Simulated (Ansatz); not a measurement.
Gas-phase electronic energies from Ansatz, PBE0-D4/def2-TZVP geometries. CCSD(T)/CBS adds triple-zeta CCSD(T) − MP2 to the extrapolated MP2 energy (def2 sets, frozen cores). DFT in def2-TZVPP. One conformer a species, not always the lowest.

Consider the formal exchange of groups at the Si–C bond: `FC#C[SiH3]` + `CCB(O)O` → `OB(O)[SiH3]` + `CCC#CF`.

`FC#C[SiH3]`:

```xyz
7

F     1.787    2.346   -1.228
C     1.078    1.416   -0.741
C     0.404    0.533   -0.279
Si   -0.610   -0.802    0.420
H    -1.993   -0.310    0.635
H    -0.634   -1.948   -0.521
H    -0.031   -1.235    1.715
```

`CCB(O)O`:

Cartesian coordinates in Å:
```
C -0.779 0.635 -1.155
C 0.546 0.185 -0.552
B 0.463 -0.468 0.879
O -0.705 -0.631 1.575
O 1.612 -0.899 1.472
H -0.650 1.077 -2.145
H -1.475 -0.203 -1.271
H -1.271 1.390 -0.533
H 1.242 1.030 -0.493
H 1.042 -0.531 -1.218
H -1.472 -0.306 1.100
H 1.447 -1.279 2.340
```

`OB(O)[SiH3]`:

Z-matrix (Å, degrees):
```
Si
B 1 2.033
H 1 1.490 2 110.5
H 1 1.490 2 110.3 3 118.7
H 1 1.487 2 111.8 3 -120.8
O 2 1.364 1 117.3 3 -56.7
O 2 1.363 1 118.6 3 123.5
H 6 0.963 2 116.0 1 -179.8
H 7 0.963 2 115.8 1 179.8
```

`CCC#CF`:

```xyz
10

C     0.432   -0.857   -0.934
C     0.357   -0.369    0.509
C    -0.462    0.827    0.661
C    -1.138    1.807    0.758
F    -1.860    2.854    0.872
H    -0.562   -1.100   -1.314
H     0.861   -0.091   -1.582
H     1.054   -1.752   -1.002
H    -0.047   -1.160    1.149
H     1.364   -0.159    0.883
```

**Question.** Is it downhill or uphill in electronic energy at CCSD(T)/CBS, and by how much? (Estimate.)

**Answer.** The calculation gave: Uphill: ΔE = +100.7 kJ/mol.

**Question.** What do these levels give: PBE-D4, CCSD(T)/def2-TZVPP, HF/def2-QZVPP, MP2/def2-QZVPP, HF/CBS(def2), MP2/CBS(def2)? (Best estimate.)

**Answer.** Computed: PBE-D4 86.0, CCSD(T)/def2-TZVPP 100.5, HF/def2-QZVPP 103.3, MP2/def2-QZVPP 106.9, HF/CBS(def2) 103.3, MP2/CBS(def2) 106.9 kJ/mol.

Largest T1 diagnostic among the species: 0.014.

At CCSD(T), def2-SVP lies −7.6 kJ/mol from the extrapolated value and def2-TZVPP −0.2 kJ/mol. From PBE to PBE0 (25 % exact exchange), in def2-TZVPP and without D4, ΔE moves by +5.2 kJ/mol.
